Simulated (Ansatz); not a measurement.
Input file for Ansatz (a quantum-chemistry and plane-wave program): R-wB97M-V/def2-TZVPPD on N2 (SMILES N#N) with ghost functions. Files ending in .json are basis or fitting sets from the Basis Set Exchange.

Ansatz 0.2 input:
```yaml
crystal:
  periodic: [false, false, false]
  atoms:
    - {symbol: N, position_ang: [0.44239913, -0.43462741, 4.64293110]}
    - {symbol: N, position_ang: [0.51603834, -0.50556508, 3.55717905]}
basis:
  gaussian:
    orbitals: def2-TZVPPD.json
    ghost_atoms:
      - {symbol: C, position_ang: [-0.43737409, 0.42783225, -1.03061636]}
      - {symbol: C, position_ang: [-0.04093733, 0.04010681, 0.03031240]}
      - {symbol: H, position_ang: [-0.79032340, 0.77302012, -1.97158665]}
      - {symbol: H, position_ang: [0.30879242, -0.30193930, 0.97438525]}
hamiltonian:
  xc: {name: wB97M-V}
scf: {lower_state_search: off}
```

The head of its log:

```
WARN ansatz: RAYON_NUM_THREADS=1 ignored (pool sized by the plan → 1); use --threads N
Functional definition: wB97M-V
these checks for a lower state are left out or cut short: stability, starts, cluster_reference, orbital_swaps, neighbouring_geometries, increment
integrals: 0.08 GiB planned
774 factors; their error is unknown
integrals: 0.11 GiB planned
221 factors; integrals over basis functions are off by at most 7.1e-5 eV
mean field: 0.73 GiB planned
mean field evaluation 1: about -2980.6062 eV, gradient 1.6e1 eV
mean field evaluation 2: about -2980.9953 eV, gradient 6.7e0 eV
```

Predict the final total energy.

-109.5526 hartree.
